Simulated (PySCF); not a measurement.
C2H6AlF, SMILES [CH3][Al]([CH3])[F].

Geometry: PBE0-D3(BJ)/def2-SVP. The isomer is the one that the SMILES or the coordinates give; other isomers of the formula were not compared.

Two levels are set side by side: TDDFT-PBE/def2-SVPD (PySCF) and TDDFT-PBE0/def2-SVPD (PySCF). Vertical, same geometry. The lowest singlet is HOMO→LUMO 100 % with PBE and HOMO→LUMO 100 % with the other functional; states are paired by order. Differences are taken from unrounded values.

```json
[
 {"quantity": "lowest singlet excitation (eV)", "TDDFT-PBE0": "6.10"},
 {"quantity": "lowest triplet excitation (TDA) (eV)", "TDDFT-PBE0": "5.75"},
 {"quantity": "first bright state (f over 0.05) (eV)", "TDDFT-PBE0": "6.64"},
 {"quantity": "its oscillator strength", "TDDFT-PBE0": "0.16"}
]
```

Task: What does TDDFT-PBE give, and how far is it from TDDFT-PBE0? (Estimate from the structure and the level; the computed values follow.)

Result: 
| quantity | TDDFT-PBE | TDDFT-PBE minus TDDFT-PBE0 |
|---|---|---|
| lowest singlet excitation (eV) | 5.62 | -0.48 |
| lowest triplet excitation (TDA) (eV) | 5.32 | -0.42 |
| first bright state (f over 0.05) (eV) | 5.99 | -0.64 |
| its oscillator strength | 0.14 | -0.03 |

A lower first singlet is the usual sign of a functional without exact exchange. Differences between two approximate levels are no errors against the true value.

Rough cost on one machine, each run with all the roots and properties that it gave: TDDFT-PBE0 against TDDFT-PBE about 3 times.
